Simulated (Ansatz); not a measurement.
Computed with Ansatz on PBE0-D4/def2-TZVP structures; ΔE is electronic, products minus reactants. CBS: MP2 limit from def2 TZ/QZ plus the TZ coupled-cluster correction, frozen cores. This one scheme is used for every species. DFT in def2-TZVPP. One conformer a species, not always the lowest.

Reaction (cleavage of the Al–B bond): `[AlH2][BH]O[SiH3]` + CH₃SH → `C[S][AlH2]` + `BO[SiH3]`

| level | ΔE (kJ/mol) |
| --- | --- |
| LDA (SPW92) | -150.3 |
| HF/def2-TZVPP | -159.6 |

Question: What does CCSD(T)/CBS give? (An estimate is asked.)

Answer: The calculation gave: -157.7 kJ/mol. The listed levels differ from it by 7.4, -1.9 kJ/mol.

Question: What do rigid-rotor, harmonic-oscillator terms from PBE0-D4/def2-TZVP frequencies (298.15 K, 1 bar) make of the CCSD(T)/CBS value? (Best estimate.)

Answer: Computed: ΔZPE = +5.7 kJ/mol, ΔH = -153.6 kJ/mol, ΔS = -10 J/(mol·K), ΔG = -150.7 kJ/mol.

Largest T1 diagnostic among the species: 0.013.

Leaving LDA and LC-ωPBE aside and taking each functional with its dispersion term where it has one, the values, not all of them listed here, spread over 13.0 kJ/mol, from r2SCAN0-D4 to revPBE-D4. From BLYP to BHLYP (50 % exact exchange), in def2-TZVPP and without D4, ΔE moves by −7.9 kJ/mol. At CCSD(T), def2-SVP lies +4.5 kJ/mol from the extrapolated value and def2-TZVPP +3.1 kJ/mol.
